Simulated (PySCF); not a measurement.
Al(Me)(F)2 (CH3AlF2), SMILES [Al]([F])([F])[CH3].

Geometry optimised at PBE-D3(BJ)/def2-SVP. The isomer is the one that the SMILES or the coordinates give; other isomers of the formula were not compared.

These are PBE-D3(BJ)/def2-SVP (PySCF) values and carry that method's errors.

Frequencies are harmonic and unscaled.

A small imaginary wavenumber (i) marks a very flat motion, where grid noise or a shallow saddle decides the sign.

```tsv
mode	ν (cm⁻¹)	IR (km/mol)	moving atoms (share of kinetic energy)
1	27i	0.0	H 96 %
2	177	3.6	F 40 %, H 23 %, C 22 %, Al 14 %
3	229	39.2	Al 58 %, F 22 %, H 16 %
4	245	35.4	F 73 %, Al 15 %, C 9 %
5	582	1.8	C 46 %, F 35 %, H 14 %
6	651	75.6	H 74 %, C 18 %
7	679	25.3	H 73 %, C 20 %
8	824	116.0	Al 46 %, F 44 %
9	920	135.8	Al 52 %, F 45 %
10	1169	19.5	H 79 %, C 21 %
11	1375	2.1	H 96 %
12	1379	1.6	H 95 %
13	2978	0.3	H 97 %
14	3072	0.5	H 91 %, C 9 %
15	3093	1.0	H 91 %, C 9 %
```
